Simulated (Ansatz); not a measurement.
Start from `FCCOCF` and change one atom or group to get `CC(F)OCCF`.

Ansatz, PBE0-D4/def2-TZVP geometries, multiplicity 1. Each molecule was computed in one conformer, which needn't be the lowest.

| property | `FCCOCF` |
| --- | --- |
| size of the dipole moment (ωB97M-V/def2-TZVPP) / D | 1.09 |
| HOMO–LUMO gap (ωB97M-V/def2-TZVPP) / eV | 13.95 |
| HOMO energy (ωB97M-V/def2-TZVPP) / eV | -11.08 |
| size of the dipole moment (PBE/def2-TZVPP) / D | 1.02 |
| HOMO energy (PBE/def2-TZVPP) / eV | -7.00 |
| HOMO–LUMO gap (B3LYP/def2-TZVPP) / eV | 9.47 |

Q: Give the same properties after the change, and the shifts. (An estimate is asked.)

A: Ansatz gave: 
| property | `CC(F)OCCF` | shift |
| --- | --- | --- |
| size of the dipole moment (ωB97M-V/def2-TZVPP) / D | 2.17 | 1.08 |
| HOMO–LUMO gap (ωB97M-V/def2-TZVPP) / eV | 13.76 | -0.19 |
| HOMO energy (ωB97M-V/def2-TZVPP) / eV | -10.93 | 0.15 |
| size of the dipole moment (PBE/def2-TZVPP) / D | 2.04 | 1.02 |
| HOMO energy (PBE/def2-TZVPP) / eV | -6.88 | 0.12 |
| HOMO–LUMO gap (B3LYP/def2-TZVPP) / eV | 9.26 | -0.21 |

With PBE0 the HOMO rises by 0.13 eV and the LUMO falls by 0.11 eV, so the gap narrows by about 0.24 eV. PBE moves the HOMO by 0.12 eV and ωB97M-V by 0.15 eV. Dipoles are sizes alone; their direction can turn.

B3LYP here is the variant with VWN-RPA as its local correlation; programs differ in this.
